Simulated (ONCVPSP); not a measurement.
**Building the ONCV potential for Ti (BLYP, non-relativistic).**

- Element: Ti (Z = 22)
- Generator: ONCVPSP 4.0.1
- Type: optimised norm-conserving Vanderbilt (ONCV)
- Functional: BLYP
- Relativity: non-relativistic
- Frozen core: [Ne]
- Valence charge: 12
- Reference configuration: 3s2 3p6 3d1 (charge +3)
- Partial waves: 3s: rc 1.15 bohr, ncon 5, nbas 8, qcut 6.9 1/bohr, 2 projectors, debl 0.6 Ha; 3p: rc 1.45 bohr, ncon 5, nbas 9, qcut 9.6 1/bohr, 2 projectors, debl 2.6 Ha; 3d: rc 2.10 bohr, ncon 5, nbas 10, qcut 6.7 1/bohr, 2 projectors, debl 2.5 Ha
- Local potential: polynomial inside 1.10 bohr (lpopt 4, dvloc0 0 Ha)
- Core correction: Teter function, fcfact 5, rcfact 1.65

In the s channel the program set the typed energies aside and used -3.453, 0.250 Ha.

All-electron outer shells of the reference configuration (BLYP, non-relativistic, ld1.x):

```json
{"shell": "3s", "level (eV)": "-93.96", "outermost node (bohr)": "0.40", "outermost maximum (bohr)": "0.87"}
{"shell": "3p", "level (eV)": "-70.69", "outermost node (bohr)": "0.37", "outermost maximum (bohr)": "0.89"}
{"shell": "3d", "level (eV)": "-34.86", "outermost node (bohr)": "–", "outermost maximum (bohr)": "0.91"}
```

Results:

```
Cutoffs needed             : 99 Ha and 123 Ha (the cutoffs (Ha) at which the residual kinetic energy of the hardest occupied pseudo-wave falls to 1 and 0.1 mHa per electron)
Ghost test                 : no bound ghost flagged; no localised positive-energy state flagged
Configuration tests        : 1 of 4 tests not solved or not reliable
rms error of d²Exc/dni dnj : 2.43 mHa without and 2.67 mHa with the model core
```

Generation and tests took about 5.3 s on one core of a shared server CPU.
